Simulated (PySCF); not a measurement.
Ligands exchanged one at a time, B H-CH3. Isolated molecules, 0 K electronic values unless said otherwise. Strings in code marks are SMILES.

The S1 excitation (TDA) from two functionals at the same geometries (CAM-B3LYP-D3(BJ)/def2-TZVP), both in PySCF: PBE-D3(BJ)/def2-TZVP and CAM-B3LYP-D3(BJ)/def2-TZVP. Excitations are Tamm–Dancoff values on a coarser integration grid. The basis has no diffuse functions, so Rydberg states are missing or too high.

| species | PBE-D3(BJ)/def2-TZVP (eV) | CAM-B3LYP-D3(BJ)/def2-TZVP (eV) |
|---|---|---|
| 1 of 3 H replaced by CH3 (`BC`) | 5.51 | 5.91 |
| 2 of 3 H replaced by CH3 | 5.79 | 6.25 |
| 3 of 3 H replaced by CH3 | 6.13 | 6.66 |

Over these rows, drawn at random from the members with no instability flagged (it was tested for open shells, ions and some series alone), PBE minus CAM-B3LYP-D3(BJ): mean -0.46 eV, from -0.53 eV to -0.40 eV.
